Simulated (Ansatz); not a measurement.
The cluster Sr5S4. Total charge 0; singlet. Geometry PBE0-D4/def2-SVP; atoms count from 1.

```xyz
9

Sr   -1.8353    1.6803    1.4985
Sr   -1.5185   -0.3112   -1.7947
Sr    1.5059    1.7837   -0.4316
Sr    0.4030   -1.5240    1.4562
Sr    2.8011   -3.2816   -1.2257
S     1.2427   -0.9168   -1.3419
S     0.8340    1.1778    2.1972
S    -2.2990   -0.9919    0.7848
S    -1.1340    2.3837   -1.1428
```

In the def2 sets Sr takes a core potential; there is no spin–orbit coupling. The restricted singlet is unstable towards broken spin symmetry in Hartree–Fock (as tested in another run); at PBE0-D4/def2-TZVP this wasn't settled. The structure comes from a short search, and lower isomers may exist.

(1) Estimate the Mulliken populations from the PBE0/def2-TZVP orbitals of Ansatz.

(2) And the Mayer bond orders between bonded heavy atoms (over 0.3)?

## Answers

(1) 
```
atom  charge (e)
 Sr1        1.08
 Sr2        1.08
 Sr3        1.08
 Sr4        0.95
 Sr5        0.03
  S6       -1.16
  S7       -1.02
  S8       -1.02
  S9       -1.01
```
Mulliken values and Mayer orders depend strongly on the basis.

(2) Sr1–S7 0.56 (2.80 Å); Sr1–S8 0.56 (2.80 Å); Sr1–S9 0.55 (2.82 Å); Sr2–S6 0.38 (2.86 Å); Sr2–S8 0.64 (2.78 Å); Sr2–S9 0.61 (2.80 Å); Sr3–S6 0.38 (2.86 Å); Sr3–S7 0.64 (2.78 Å); Sr3–S9 0.61 (2.80 Å); Sr4–Sr5 0.44 (4.00 Å); Sr4–S6 0.31 (2.98 Å); Sr4–S7 0.56 (2.83 Å); Sr4–S8 0.56 (2.83 Å); Sr5–S6 0.40 (2.83 Å).
